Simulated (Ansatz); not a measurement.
Born–Oppenheimer molecular dynamics of C₃H₁₂O₂Si₂ (19 atoms, charge 0, multiplicity 1). It goes on from the last frame of an earlier run, with new velocities.

Method: RKS PBE-D4/STO-3G in Ansatz.

```
ensemble             : NVT, Nosé–Hoover chain
time step            : 0.25 fs
steps asked          : 250
set temperature      : 700 K
thermostat           : time constant 100 fs, chain length 3
temperature schedule : 62 steps to 700 K, then 188 steps to 2100 K
seed                 : 895799
```

First frame:

```xyz
19
Properties=species:S:1:pos:R:3
Si -0.411 -0.377 -0.495
O -0.003 -0.340 1.458
Si -1.517 -0.249 2.464
H -2.524 -1.389 2.571
H -1.000 -0.302 3.749
H -2.321 0.951 2.149
O 0.991 -0.232 -1.441
C 1.681 -1.629 -1.507
H 2.805 -1.796 -1.535
H 1.796 -2.191 -0.531
H 1.067 -2.213 -2.309
C -1.861 0.755 -1.074
H -2.537 0.107 -1.668
H -2.405 1.499 -0.505
H -1.425 1.392 -1.881
C -1.188 -2.085 -1.010
H -0.974 -2.951 -0.323
H -2.208 -1.802 -1.337
H -0.605 -2.365 -1.937
```

(1) How far do the bonds stretch over the last three quarters of this one trajectory? (Pairs bonded in most of those frames.)

## Answers

(1) 
```json
{"bond": "Si1–O2", "mean (Å)": "1.689", "spread (Å)": "0.056", "shortest": "1.59", "longest": "1.81"}
{"bond": "Si1–O7", "mean (Å)": "1.775", "spread (Å)": "0.071", "shortest": "1.67", "longest": "1.92"}
{"bond": "Si1–C12", "mean (Å)": "1.904", "spread (Å)": "0.014", "shortest": "1.88", "longest": "1.92"}
{"bond": "Si1–C16", "mean (Å)": "1.890", "spread (Å)": "0.017", "shortest": "1.84", "longest": "1.93"}
{"bond": "O2–Si3", "mean (Å)": "1.721", "spread (Å)": "0.084", "shortest": "1.59", "longest": "1.85"}
{"bond": "Si3–H4", "mean (Å)": "1.479", "spread (Å)": "0.063", "shortest": "1.38", "longest": "1.58"}
{"bond": "Si3–H5", "mean (Å)": "1.489", "spread (Å)": "0.068", "shortest": "1.37", "longest": "1.60"}
{"bond": "Si3–H6", "mean (Å)": "1.469", "spread (Å)": "0.016", "shortest": "1.44", "longest": "1.50"}
{"bond": "O7–C8", "mean (Å)": "1.495", "spread (Å)": "0.071", "shortest": "1.38", "longest": "1.59"}
{"bond": "C8–H9", "mean (Å)": "1.136", "spread (Å)": "0.057", "shortest": "1.04", "longest": "1.23"}
{"bond": "C8–H10", "mean (Å)": "1.140", "spread (Å)": "0.051", "shortest": "1.04", "longest": "1.23"}
{"bond": "C8–H11", "mean (Å)": "1.129", "spread (Å)": "0.062", "shortest": "1.02", "longest": "1.24"}
{"bond": "C12–H13", "mean (Å)": "1.105", "spread (Å)": "0.006", "shortest": "1.09", "longest": "1.12"}
{"bond": "C12–H14", "mean (Å)": "1.109", "spread (Å)": "0.026", "shortest": "1.06", "longest": "1.16"}
{"bond": "C12–H15", "mean (Å)": "1.108", "spread (Å)": "0.017", "shortest": "1.08", "longest": "1.14"}
{"bond": "C16–H17", "mean (Å)": "1.112", "spread (Å)": "0.031", "shortest": "1.05", "longest": "1.17"}
{"bond": "C16–H18", "mean (Å)": "1.111", "spread (Å)": "0.019", "shortest": "1.08", "longest": "1.15"}
{"bond": "C16–H19", "mean (Å)": "1.115", "spread (Å)": "0.045", "shortest": "1.04", "longest": "1.19"}
```

Mean temperature of the second half: 1176 K. The conserved energy stayed within 0.11 meV per atom of its start (net change -0.0023 meV per atom), so the integration is sound. The schedule's set-point averaged 1635 K over the second half and the system 1176 K, so it lags behind the ramp. A run of 0.062 ps of so small a system gives no equilibrium averages. Limits of this set-up: minimal basis.

Run time: 23 min on 1 thread of Arm Neoverse V1, with other jobs on the host, peak memory 0.12 GiB.
